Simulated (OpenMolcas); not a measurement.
Ge III: effect of the basis set

```
Program             : OpenMolcas 26.06
Method              : SS-RASPT2, IPEA 0.25 Eh, imaginary shift 0.1 Eh (closed shells correlated: 3d)
Active space        : 2 electrons in 9 orbitals (RAS2 4s 4p; RAS3 4d, at most 2 electrons)
State averaging     : 2S+1 = 3 even, 3 roots; 2S+1 = 1 even, 7 roots; 2S+1 = 3 odd, 3 roots; 2S+1 = 1 odd, 3 roots
Spin-orbit coupling : RASSI with atomic mean-field integrals over the reference wave functions, term energies averaged over their components
```

A. ANO-RCC-VTZP [6s5p3d1f], DKH2, point nucleus; CASPT2 step of the order of 5 core-seconds
B. ANO-RCC-VQZP [7s6p4d2f1g], DKH2, point nucleus; CASPT2 step of the order of 8 core-seconds
C. ANO-R2 [6s5p4d3f1g], X2C, finite nucleus; CASPT2 step of the order of 5 core-seconds
D. ANO-RCC [10s9p8d5f2g], DKH2, point nucleus; CASPT2 step roughly 27 core-seconds

Energies in cm⁻¹ above 4s² ¹S₀, the measured ground level; measured values from Sugar and Musgrove, J. Phys. Chem. Ref. Data 22, 1213 (1993).

| Level | A | B | C | D | Measured |
| --- | --- | --- | --- | --- | --- |
| 4s² ¹S₀ | 0.0 | 0.0 | 0.0 | 0.0 | 0.0 |
| 4s 4p ³P°₀ | 60420 | 60870 | 60550 | 61070 | 61734 |
| 4s 4p ³P°₁ | 61070 | 61530 | 61200 | 61730 | 62500 |
| 4s 4p ³P°₂ | 62440 | 62920 | 62570 | 63140 | 64144 |
| 4s 4p ¹P°₁ | 92080 | 91450 | 91080 | 91250 | 91873 |
| 4p² ¹D₂ | 145920 | 144680 | 144260 | 144180 | 144975 |
| 4p² ³P₀ | 146700 | 147130 | 146040 | 147310 | 147685 |

Deviations, from unrounded energies. A percentage is the sum of absolute deviations over the sum of measured energies, with the sign that they share, or ± where signs differ.

| Against measurement | Levels | A | B | C | D |
| --- | --- | --- | --- | --- | --- |
| mean absolute deviation (cm-1) | 6 | 1100 | 720 | 1200 | 700 |
| other configurations (%) | 6 | ±1.2 | -0.8 | -1.3 | -0.7 |

B, D lie about equally close to measurement and C furthest from it. The largest miss of D in the table is 4s 4p ³P°₂, by -1000 cm-1. The ranking rests on the paired levels alone, and a cruder setting can come out closer through cancelling errors.

Among A to D the level of the table that moves most is 4p² ¹D₂, by 1700 cm-1 (lowest in D, highest in A). Moves below CASPT2's spread within the term are not significant.

CASPT2 does not keep the components of a term degenerate, so their means are used; among the terms shown or strongly mixed into the levels shown the widest spread is 14 cm-1 (4p² ¹D, D). Active for correlation alone: 4d; no level in the range computed is led by a configuration that fills it, so any true level of that kind is missing. Some terms mix strongly with configurations of 4d, whose occupation reaches 0.22 (4p² ¹D) (figures for A; the like holds for B, C, D). Configurations are named by rounded mean occupations; where the s occupation lies near a half they are strongly mixed, a name can repeat and a true partner stay unpaired (holds for D). Computed and measured levels are paired by configuration, term and J; levels that our copy of the source lacks, or whose pairing is in doubt (as where it misses far off the trend of its configuration), stay unpaired and out of the deviations. Levels of configurations outside the active space are missing. Levels that lie high or do not pair safely by name in every column are left out.

° marks odd parity.
